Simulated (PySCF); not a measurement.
Delta-SCF ions had no search for a lower state. Excitations are Tamm–Dancoff values on a coarser integration grid. The basis has no diffuse functions, so Rydberg states are missing or too high.

Cartesian coordinates (Å):
```xyz
17

C     -2.9204     0.0524     0.2183
C     -1.9039     0.6563    -0.7412
Sn     0.0499    -0.2004    -0.5178
F     -0.2608    -1.8597     0.4539
F      0.5561    -0.8558    -2.2790
C      1.8419     0.6034     0.3373
C      2.9045    -0.4787     0.4758
H     -2.6872     0.2881     1.2682
H     -3.9299     0.4427     0.0112
H     -2.9568    -1.0435     0.1350
H     -1.8184     1.7483    -0.6261
H     -2.1632     0.4597    -1.7937
H      2.1706     1.4309    -0.3112
H      1.5658     1.0405     1.3103
H      2.5474    -1.3164     1.0935
H      3.1878    -0.8909    -0.5046
H      3.8168    -0.0769     0.9454
```
Charge 0, multiplicity 1.

### Question
Predict the S1 oscillator strength, vertical ionisation energy (Delta-SCF) and S1–T1 gap (TDA) from PySCF with PBE-D3(BJ)/def2-TZVP // PBE0-D4/def2-SVP.

### Answer

| Quantity | Value |
|---|---|
| S1 oscillator strength | 0.143 |
| vertical ionisation energy (Delta-SCF) | 9.33 eV |
| S1–T1 gap (TDA) | 1.20 eV |
